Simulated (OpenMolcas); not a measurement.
Cr4+ among 4 point charges of -2.5 e arranged as a tetrahedron (Td), 1.9 Å from the ion.

```yaml
Program: OpenMolcas
Method: "SS-CASPT2, IPEA 0.25 Eh, imaginary shift 0.1 Eh (closed shells correlated: 3s 3p)"
Basis: ANO-RCC-VDZP [5s4p2d1f]
Scalar_Hamiltonian: DKH2, point nucleus
Active_space: 2 electrons in 5 orbitals (3d)
State_averaging: 2S+1 = 3 even, 10 roots; 2S+1 = 1 even, 15 roots
Spin-orbit_coupling: state interaction with AMFI integrals over the reference wave functions
```

Q: What is the spin-free ground state (labels of Td)?

A: 3A2, 1-fold in its orbital part, 100 % from free-ion F terms; it has the highest spin that d2 allows.

Q: Where is the first state of the same spin?

A: 3T2 at 1240 cm-1 above the ground state.

Q: What are the lowest two levels with spin-orbit coupling?

A: A 3-fold level T2, then a 1-fold level A2 1250 cm-1 above it. Their leading multiplicities are 3 (100 %) and 3 (100 %).

Q: What is χT at 300 K, and how does it compare with the textbook value?

A: The lowest level has 2S+1 = 3, for which the spin-only value is χT = S(S+1) / 2 = 1.000 cm3 K/mol (g = 2). The computed 0.618 at 300 K differs by -0.382, through orbital momentum, spin-orbit coupling and any other state in reach.

Roots that are degenerate in the reference are averaged as groups; the widest CASPT2 spread within a group is 350 cm-1 (the 3-fold group of multiplicity 3 near 3230 cm-1 above the lowest state of its run). Shifts and gaps below about the spread of the groups concerned are not significant. The ground term spreads over less than 5000 cm-1, several times less than with real ligands, so orbital moments are less quenched and χT lies further from the spin-only value than at real sites. Free-ion shares, where given, are those of the reference states; single-state CASPT2 does not remix them. Point charges carry no covalency, so the field is a model and not that of real ligands. No measured value stands beside these numbers.
